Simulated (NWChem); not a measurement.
## Basis-set convergence for sulfur tetrafluoride (F4S)

```xyz
5

F      0.0000     1.2294     0.6250
S      0.0000     0.0000    -0.3880
F      1.6694     0.0000    -0.2801
F     -1.6694     0.0000    -0.2801
F      0.0000    -1.2294     0.6250
```
Charge 0, spin multiplicity 1.

Program: NWChem. The geometry was optimised at B3LYP/def2-SVP, a minimum by its harmonic frequencies.

Quantity: first vertical ionisation energy at the level G0W0@PBE0.

Question: In def2-TZVPD the value is 12.55 eV. Among def2-SVP, def2-TZVP, def2-TZVPP, which is the smallest basis within 0.05 eV of it?

Answer: def2-TZVP, with 161 functions against 206 (also within reach: def2-TZVPP). def2-TZVPD isn't the basis-set limit itself, and a small set can land close by cancellation.

```json
[
 {"basis": "def2-SVP", "functions": "74", "first vertical ionisation energy (eV)": "12.03"},
 {"basis": "def2-TZVP", "functions": "161", "first vertical ionisation energy (eV)": "12.53"},
 {"basis": "def2-TZVPP", "functions": "166", "first vertical ionisation energy (eV)": "12.56"},
 {"basis": "def2-TZVPD", "functions": "206", "first vertical ionisation energy (eV)": "12.55"}
]
```
